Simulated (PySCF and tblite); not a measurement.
# Conformers and averaged properties: C6H11F, numbered as in [F:1][CH:2]1[CH2:3][CH2:4][CH2:5][CH2:6][CH2:7]1

Conformers came from 90 starts (ETKDG and KDG, MMFF94s, GFN2-xTB); geometries are PBE0-D3(BJ)/def2-SVP. Weights use B3LYP-D3(BJ)/def2-TZVP (IEF-PCM, chloroform) energies plus GFN2-xTB zero-point and thermal terms (modes under about 100 cm⁻¹ blended into free rotors). Symmetry numbers and mirror images are counted. Conformers within 3 kcal/mol (GFN2-xTB free energy) were kept, 8 at most. GIAO shieldings: PBE0/pcSseg-1 (IEF-PCM, chloroform). Couplings: B3LYP/pcSseg-1 with pcJ-1 on H, F (gas phase; spin-dipole term only for pairs with B, N, F, Si or P). Couplings are for ¹⁹F, ¹H. Shifts are against TMS (¹H), TMS (¹³C), CFCl3 (¹⁹F) at the same level; of two unlike H on one atom, a is the less shielded. Codes: tblite and PySCF.

The 6-ring runs over atoms 2–3–4–5–6–7.

```
conformer                                       shape  symmetry  E(GFN2) kcal/mol  E(DFT) kcal/mol  G(298.15 K) kcal/mol  weight %  dipole D
        1  6-ring chair (all substituents equatorial)        Cs              0.00             0.00                  0.00      68.8      2.42
        2                     6-ring chair (F1 axial)        Cs              0.74             0.46                  0.47      31.2      2.09
```

Weights (%) against temperature:

| T (K) | 1 | 2 | S(mix) cal/mol/K |
| --- | --- | --- | --- |
| 250 | 71.8 | 28.2 | 1.18 |
| 273.15 | 70.3 | 29.7 | 1.21 |
| 298.15 | 68.8 | 31.2 | 1.23 |
| 323.15 | 67.6 | 32.4 | 1.25 |
| 373.15 | 65.6 | 34.4 | 1.28 |

Averaged shifts at 298.15 K. ¹H: 4.41 (H2, 1H), 1.75 (H3a/H7a, 2H), 1.66 (H4a/H6a, 2H), 1.43 (H3b/H7b, 2H), 1.36 (H5a, 1H), 1.24 (H4b/H6b, 2H), 1.19 (H5b, 1H) ppm. ¹³C: 91.8 (C2), 35.2 (C3/C7), 27.9 (C5), 25.5 (C4/C6) ppm. ¹⁹F: -201.7 (F1) ppm.

Averaged couplings (Hz): ²J(F1,H2) 56.2, ³J(F1,H3b) 9.1, ³J(F1,H3a) 16.7, ⁴J(F1,H4a) 3.2, ⁴J(F1,H4b) -1.0, ⁵J(F1,H5a) 3.8, ³J(H2,H3b) 9.3, ³J(H2,H3a) 4.2, ⁴J(H2,H4a) -0.8, ²J(H3b,H3a) -14.4, ³J(H3b,H4a) 4.4, ³J(H3b,H4b) 11.2, ⁴J(H3b,H5a) -0.5, ⁴J(H3b,H7b) 0.7, ³J(H3a,H4a) 7.2, ³J(H3a,H4b) 4.2, ⁴J(H3a,H5a) 0.8, ⁴J(H3a,H5b) -0.6, ⁴J(H3a,H7a) 1.8, ²J(H4a,H4b) -15.2, ³J(H4a,H5a) 6.6, ³J(H4a,H5b) 4.2, ⁴J(H4a,H6b) -0.6, ⁴J(H4a,H6a) 1.4, ³J(H4b,H5a) 4.1, ³J(H4b,H5b) 10.9, ²J(H5a,H5b) -14.9. Computed couplings to fluorine can be off by tens of per cent at such levels.

Coordinates of conformer 1 (Å):

```xyz
18

F     0.687    2.641   -0.002
C     0.360    1.351    0.365
C     1.393    0.391   -0.191
C     1.030   -1.054    0.134
C    -0.373   -1.399   -0.355
C    -1.406   -0.422    0.197
C    -1.036    1.022   -0.127
H     0.378    1.312    1.472
H     1.433    0.536   -1.285
H     2.388    0.654    0.203
H     1.774   -1.737   -0.307
H     1.082   -1.208    1.227
H    -0.634   -2.433   -0.075
H    -0.392   -1.361   -1.459
H    -1.472   -0.545    1.294
H    -2.409   -0.652   -0.197
H    -1.758    1.729    0.313
H    -1.055    1.182   -1.219
```

Coordinates of conformer 2 (Å):

```xyz
18

F     1.781   -0.106    1.276
C     1.455    0.031   -0.068
C     0.644    1.304   -0.236
C    -0.703    1.205    0.472
C    -1.482   -0.026    0.019
C    -0.663   -1.299    0.208
C     0.684   -1.204   -0.501
H     2.408    0.105   -0.621
H     1.230    2.156    0.144
H     0.496    1.474   -1.317
H    -0.524    1.143    1.559
H    -1.288    2.123    0.301
H    -1.746    0.083   -1.050
H    -2.435   -0.099    0.567
H    -1.220   -2.178   -0.152
H    -0.482   -1.458    1.285
H     0.537   -1.149   -1.594
H     1.298   -2.097   -0.305
```

Unscaled ¹⁹F shifts at such levels can be off by tens of ppm; differences between conformers or isomers are more reliable. Shifts are unscaled: against experiment ¹³C can be off by 15 ppm or more and ¹H by 0.8 ppm.

Search and properties took 3.2 min on 1 thread of Arm Neoverse V2, on a host shared with other jobs (rough), launched as `OMP_NUM_THREADS=1 python ens_run.py task.json out`.
